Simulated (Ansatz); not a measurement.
Reaction (ligand exchange at the Al–Se bond): `[CH3][AlH][Se]C` + CH₃SH → `[CH3][AlH][S]C` + `C[SeH]`

Gas-phase electronic energies from Ansatz, PBE0-D4/def2-TZVP geometries. CCSD(T)/CBS is the MP2 limit (def2-TZVPP, def2-QZVPP) plus CCSD(T) − MP2 in def2-TZVPP, frozen cores. This one scheme is used for every species. DFT in def2-TZVPP. For Se outer-core shells are correlated without core-valence functions, which leaves a few kJ/mol of doubt a bond. Scalar relativity is left out up to krypton. Each species was taken in one conformer, which may not be the lowest.

```
        level  ΔE (kJ/mol)
       r2SCAN          7.3
      r2SCANh          7.8
CCSD/def2-SVP          7.5
HF/def2-TZVPP         11.1
```

Task: What does CCSD(T)/CBS give? (An estimate is asked.)

Result: The calculation gave: +9.8 kJ/mol. The listed levels differ from it by -2.5, -2.0, -2.3, 1.3 kJ/mol.

Largest T1 diagnostic among the species: 0.010.

Leaving LDA and LC-ωPBE aside and taking each functional with its dispersion term where it has one, the values, not all of them listed here, spread over 7.1 kJ/mol, from B97M-V to PBE-QIDH.
